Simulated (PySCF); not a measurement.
TaCl⁺: energy against distance

Set-up: PySCF, scalar-relativistic core potentials, basis sets Ta def2-TZVPPD with ECP60, Cl def2-TZVPPD. Energies in eV from Ta⁺ (5d3 6s1) + Cl in their ground configurations at the same level. State: ⁴Σ⁻ (quartet), unpaired electrons σ ↑, δ ↑↑.

| R (Å) | UHF-CCSD(T) |
| --- | --- |
| 1.948 | -3.601 |
| 2.035 | -4.197 |
| 2.100 | -4.419 |
| 2.165 | -4.498 |
| 2.230 | -4.467 |
| 2.317 | -4.300 |
| 2.425 | -3.957 |
| 2.555 | -3.435 |

Problem. Put a parabola through the three lowest points of the UHF-CCSD(T) curve and estimate Re, k and ωe (reduced mass 29.31 u; 1 eV/Å² = 0.16022 mdyn/Å; ωe = 1302.8·√(k/μ) cm⁻¹).

Solution. Through R = 2.1, 2.165, 2.23 Å the second-order coefficient is 13.0 eV/Å², so Re ≈ 2.179 Å, k ≈ 4.17 mdyn/Å and ωe ≈ 491 cm⁻¹. A polynomial fit of higher order to the unrounded UHF-CCSD(T) energies gives Re = 2.176 Å, k = 3.96 mdyn/Å, ωe = 479 cm⁻¹; anharmonicity and rounding make the difference.

The higher-order fit for each curve: UHF-CCSD(T): Re = 2.176 Å, ωe = 479 cm⁻¹, De = 4.50 eV.

Correlated steps freeze 5 core orbitals. Spin–orbit coupling is left out, which matters for elements this heavy, above all for dissociation energies. For an ion De counts to the pair picked by the measured ionisation energies or electron affinities, which need not be the lowest pair at this level. The state is the lowest single determinant that the PBE0 search found; with open d or f shells the true ground state can be another one.
